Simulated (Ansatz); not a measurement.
Computed with Ansatz on PBE0-D4/def2-TZVP structures; ΔE is electronic, products minus reactants. CCSD(T)/CBS adds triple-zeta CCSD(T) − MP2 to the extrapolated MP2 energy (def2 sets, frozen cores). Functionals use def2-TZVPP. Elements past krypton have def2 core potentials. For Ge, Sn outer-core shells are correlated without core-valence functions, which leaves a few kJ/mol of doubt a bond. Scalar relativity is left out up to krypton. One conformer a species, not always the lowest.

Reaction (redistribution): `C[BH][GeH3]` + `C[NH][SnH3]` → `[GeH3][SnH3]` + `CBNC`

`C[BH][GeH3]`:

Z-matrix (Å, degrees):
```
C
B 1 1.548
H 1 1.106 2 102.9
H 1 1.093 2 114.7 3 113.8
H 1 1.091 2 116.2 3 -115.3
Ge 2 2.066 1 123.5 3 93.8
H 2 1.200 1 119.3 3 -83.2
H 6 1.542 2 112.1 1 -127.5
H 6 1.544 2 109.4 1 114.7
H 6 1.542 2 113.8 1 -5.0
```

`C[NH][SnH3]`:

Z-matrix (Å, degrees):
```
C
N 1 1.451
H 1 1.094 2 109.7
H 1 1.095 2 110.3 3 -117.1
H 1 1.101 2 115.2 3 121.0
Sn 2 2.028 1 118.3 3 -54.0
H 2 1.011 1 111.0 3 174.0
H 6 1.718 2 112.2 1 -55.0
H 6 1.705 2 106.4 1 -176.1
H 6 1.706 2 105.8 1 64.1
```

`[GeH3][SnH3]`:

Cartesian coordinates in Å:
```
Ge 0.077 -1.207 -0.529
Sn -0.074 1.166 0.511
H -0.267 -1.159 -2.027
H -0.907 -2.162 0.167
H 1.498 -1.772 -0.372
H -1.646 1.804 0.314
H 0.282 1.110 2.180
H 1.037 2.220 -0.244
```

`CBNC`:

Z-matrix (Å, degrees):
```
C
B 1 1.569
H 1 1.094 2 114.2
H 1 1.095 2 110.5 3 -121.8
H 1 1.095 2 110.5 3 121.8
N 2 1.389 1 121.9 3 0.2
H 2 1.204 1 121.2 3 -179.8
C 6 1.443 2 127.1 1 180.0
H 6 1.009 2 119.0 1 0.0
H 8 1.090 6 109.0 2 0.0
H 8 1.095 6 111.7 2 -119.4
H 8 1.095 6 111.7 2 119.5
```

```csv
level,ΔE (kJ/mol),difference from CCSD(T)/CBS
r2SCAN-D4,-225.0,-7.3
r2SCAN0-D4,-229.5,-11.8
BHLYP-D4,-228.4,-10.7
ωB97X-V,-218.5,-0.8
PBE,-227.0,-9.3
BHLYP,-230.1,-12.4
HF/def2-SVP,-238.3,-20.6
SCS-MP2/def2-TZVPP,-216.9,0.8
CCSD(T)/def2-TZVPP,-218.4,-0.7
HF/def2-QZVPP,-220.8,-3.1
CCSD(T)/CBS,-217.7,0
```

Largest T1 diagnostic among the species: 0.012.

At CCSD(T), def2-SVP lies −25.7 kJ/mol from the extrapolated value and def2-TZVPP −0.7 kJ/mol. Leaving LDA and LC-ωPBE aside and taking each functional with its dispersion term where it has one, the values, not all of them listed here, spread over 15.1 kJ/mol, from r2SCAN0-D4 to B97M-V. LDA lies −14.9 kJ/mol from PBE without D4.
